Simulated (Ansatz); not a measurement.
Frontier orbitals of CH3ClOSi (`O=C[SiH2]Cl`).

Total charge 0; spin multiplicity 1. The structure was optimised at the PBE0-D4/def2-TZVP level. It is one conformer, not always the lowest. Basis def2-TZVPP, Ansatz.

```
functional  HOMO (eV)  LUMO (eV)  gap (eV)
       PBE      -5.97      -3.17      2.80
      BLYP      -5.88      -3.03      2.85
      PBE0      -7.42      -2.03      5.39
   ωB97M-V      -9.70       0.26      9.96
```

From PBE to PBE0 the HOMO moves by −1.46 eV and the LUMO by +1.14 eV, and with ωB97M-V by −3.74 and +3.44 eV, so the gap grows from 2.79 to 9.97 eV with exact exchange. A positive LUMO is unbound and depends on the basis.
